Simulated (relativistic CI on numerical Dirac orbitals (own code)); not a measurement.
**Slater and spin-orbit integrals, Sm⁶⁺**

Calculated at this level of theory: Dirac-Coulomb-Breit CI, KLI orbitals optimised for each configuration, model QED, unscaled Slater integrals (own radial code, finite nucleus).

Slater integrals F^k, G^k are unscaled and averaged over j, outside the closed core [Kr]; ζ comes from projecting the Hamiltonian with its Breit term on Σ l·s of the shell.

- 4d10 4f4 5s2 5p4: F^2(4f,4f) = 119280, F^4(4f,4f) = 75282, F^6(4f,4f) = 54286, ζ(4f) = 1270.3, F^2(5p,5p) = 73481, F^2(4f,5p) = 57605, G^2(4f,5p) = 27886, G^4(4f,5p) = 22356, ζ(5p) = 25224 cm⁻¹; <r>(4f) = 0.8172, <r^2>(4f) = 0.8212, <r>(5p) = 1.461, <r^2>(5p) = 2.391 (bohr units).
- 4d10 4f3 5s 5p6: F^2(4f,4f) = 124700, F^4(4f,4f) = 78964, F^6(4f,4f) = 57021, ζ(4f) = 1408.5, G^3(4f,5s) = 30874 cm⁻¹; <r>(4f) = 0.7878, <r^2>(4f) = 0.7573, <r>(5s) = 1.295, <r^2>(5s) = 1.872 (bohr units).
- 4d10 4f2 5s2 5p5 5d: F^2(4f,4f) = 129690, F^4(4f,4f) = 82369, F^6(4f,4f) = 59554, ζ(4f) = 1488.1, F^2(4f,5p) = 58410, G^2(4f,5p) = 25676, G^4(4f,5p) = 21164, ζ(5p) = 27776, F^2(4f,5d) = 41140, F^4(4f,5d) = 20812, G^1(4f,5d) = 15634, G^3(4f,5d) = 14555, G^5(4f,5d) = 11639, F^2(5p,5d) = 64557, G^1(5p,5d) = 78306, G^3(5p,5d) = 49465, ζ(5d) = 2189 cm⁻¹; <r>(4f) = 0.7625, <r^2>(4f) = 0.7043, <r>(5p) = 1.416, <r^2>(5p) = 2.244, <r>(5d) = 1.731, <r^2>(5d) = 3.372 (bohr units).

Averages of the first 5 configurations, taken without configuration mixing, which lowers the lowest level and can move excited configurations by several eV; other configurations of the list can lie among them:

```csv
Configuration,Parity,States,Average energy above the lowest level (eV)
4d10 4f4 5s2 5p4,even,15015,12.5
4d10 4f3 5s 5p6,odd,728,31.4
4d10 4f2 5s2 5p5 5d,odd,5460,31.9
4d10 4f2 5s2 5p5 6s,odd,1092,45.9
4d9 4f3 5s2 5p6,odd,3640,134.5
```
